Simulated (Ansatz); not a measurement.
Ansatz (a program for electronic structure) input (HF/6-31G* with LANL2DZ past Ar): The .json file joins the Basis Set Exchange's 6-31G* for atoms up to Ar and LANL2DZ past it.

Ansatz 0.2 input:
```yaml
crystal:
  periodic: [false, false, false]
  atoms:
    - {symbol: Au, position_ang: [0.00000000, 0.00000000, 0.41892460]}
    - {symbol: O, position_ang: [-0.00000000, -0.00000000, -2.83502783]}
    - {symbol: C, position_ang: [-0.00000000, -0.00000000, -1.73580348]}
basis:
  gaussian:
    orbitals: 6-31Gs+LANL2DZ.json
hamiltonian:
  xc: {name: HF}
total_charge: 1
phonons: {temperatures: {t_min: 298.15, t_max: 298.15, t_step: 100}}
```

Which harmonic wavenumbers does it give?

227, 290, 290, 2568 cm⁻¹ (unscaled; negative means imaginary).
